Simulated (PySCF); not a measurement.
Bonding in `C=C[C@@H]1BC[C@@H](F)[C@@H]1C`

C7H12BF.
SMILES with atom numbers: `[CH2:1]=[CH:2][C@@H:3]1[BH:4][CH2:5][C@@H:6]([F:7])[C@@H:8]1[CH3:9]` (hydrogens: H10, H11 on C1; H12 on C2; H13 on C3; H14 on B4; H15, H16 on C5; H17 on C6; H18 on C8; H19, H20, H21 on C9)

Cartesian coordinates in Å at the PBE0-D3(BJ)/def2-SVP level; atoms count from 1:
```xyz
21
C7H12BF angstrom
C      2.739    0.214   -0.219
C      1.407    0.305   -0.350
C      0.407   -0.068    0.718
B      0.658   -1.609    0.491
C     -0.521   -2.142   -0.400
C     -1.287   -0.894   -0.806
F     -2.638   -1.116   -0.982
C     -1.053    0.145    0.296
C     -1.467    1.555   -0.087
H      3.408    0.471   -1.045
H      3.202   -0.095    0.723
H      1.011    0.603   -1.328
H      0.676    0.372    1.689
H      1.552   -2.252    0.984
H     -1.138   -2.692    0.344
H     -0.315   -2.854   -1.212
H     -0.907   -0.514   -1.772
H     -1.684   -0.185    1.141
H     -0.858    1.946   -0.918
H     -2.519    1.570   -0.407
H     -1.359    2.249    0.760
```

Bond orders from the PBE0/pcSseg-1 density (PySCF). Geometry: PBE0-D3(BJ)/def2-SVP, one conformer, isolated molecule.

(1) How far do the computed orders between heavy atoms stray from the drawn ones?

(2) Set the Mayer orders of the bonds beside their lengths.

Results:

(1) The largest departure is 0.132, at C6–F7 (drawn single, 0.868). Drawn single, order below 0.88: C6–F7 (0.868).

(2) 
```csv
bond,drawn as,length (Å),Mayer order
C1–C2,double,1.341,1.914
C2–C3,single,1.510,0.933
C3–B4,single,1.578,0.912
B4–C5,single,1.571,0.984
C5–C6,single,1.520,1.044
C6–F7,single,1.380,0.868
C6–C8,single,1.533,0.959
C8–C9,single,1.518,1.047
C8–C3,single,1.534,1.014
C1–H10,single,1.093,0.947
C1–H11,single,1.094,0.946
C2–H12,single,1.096,0.940
C3–H13,single,1.099,0.937
B4–H14,single,1.206,0.987
C5–H15,single,1.112,0.905
C5–H16,single,1.099,0.944
C6–H17,single,1.106,0.941
C8–H18,single,1.105,0.934
C9–H19,single,1.102,0.960
C9–H20,single,1.100,0.958
C9–H21,single,1.101,0.962
```

Bonds between the same two heavy elements. C–C: lowest C2–C3 (0.933, 1.510 Å), highest C1–C2 (1.914, 1.341 Å); in 4 of the 15 pairs the longer bond (by over 0.003 Å) has the higher order (by 0.02 or more). B–C: lowest C3–B4 (0.912, 1.578 Å), highest B4–C5 (0.984, 1.571 Å).

Q: Sum the orders of all bonds at each heavy atom with more than one neighbour and set the sums beside the valence in the SMILES.

A: C1 3.807 (drawn 4), C2 3.787 (drawn 4), C3 3.796 (drawn 4), B4 2.883 (drawn 3), C5 3.877 (drawn 4), C6 3.812 (drawn 4), C8 3.954 (drawn 4), C9 3.927 (drawn 4). Orders between atoms that aren't bonded are not in these sums.

The Mayer order sums products of elements of PS (density times overlap matrix) between the two atoms' basis functions, so it depends on the basis set.
